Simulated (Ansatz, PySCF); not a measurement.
Conformers of C3H9B (SMILES BCCC), B3LYP-D3(BJ)/def2-TZVP minima from an xTB search, which can miss the lowest.
Conformer 1 (charge 0, multiplicity 1):
```xyz
13

B      1.60525     0.88189    -0.06050
C      0.78166    -0.33148    -0.56597
C     -0.40621    -0.79827     0.28030
C     -1.55343     0.20880     0.26613
H      1.52853     1.25568     1.07275
H      2.38556     1.42442    -0.78364
H      1.55332    -1.12489    -0.60495
H      0.49265    -0.21202    -1.61725
H     -0.77003    -1.76570    -0.07818
H     -0.07440    -0.95513     1.31086
H     -2.39440    -0.12995     0.87380
H     -1.91988     0.37012    -0.75099
H     -1.22862     1.17655     0.65765
```

Correlated levels freeze the cores. CBS(a, b) extrapolates the correlation energy as X⁻³ and adds the Hartree–Fock energy of set b. MP2 and its Hartree–Fock in cc-pVQZ are density fitted. Rows in 6-31G* carry no dispersion term and start afresh at each structure (6-31G* with six Cartesian d functions).

Codes used: Ansatz (Gaussian orbitals); PySCF for 6-31G* rows. Each number belongs to the level named beside it.

Electronic energies of 2 conformers above conformer 1 (kcal/mol):

```csv
level,conformer 1,conformer 2
PBE/def2-TZVPP,0.00,-0.04
B3LYP/6-31G*,0.00,-0.23
wB97M-V/def2-TZVPP,0.00,0.12
"MP2/CBS(cc-pVTZ, cc-pVQZ) + ΔCCSD(T)/cc-pVDZ",0.00,0.08
```

Question: Give Boltzmann populations at 298.15 K for each level, counting each conformer once and leaving out zero-point, thermal and symmetry terms.

Answer: 
Weights exp(−E/RT) with RT = 0.5925 kcal/mol, divided by their sum:
- PBE/def2-TZVPP: 48 %, 52 %
- B3LYP/6-31G*: 41 %, 59 %
- wB97M-V/def2-TZVPP: 55 %, 45 %
- MP2/CBS(cc-pVTZ, cc-pVQZ) + ΔCCSD(T)/cc-pVDZ: 53 %, 47 %
The share of conformer 1 runs from 41 to 55 % over these levels.

Ansatz is a program for electronic structure.
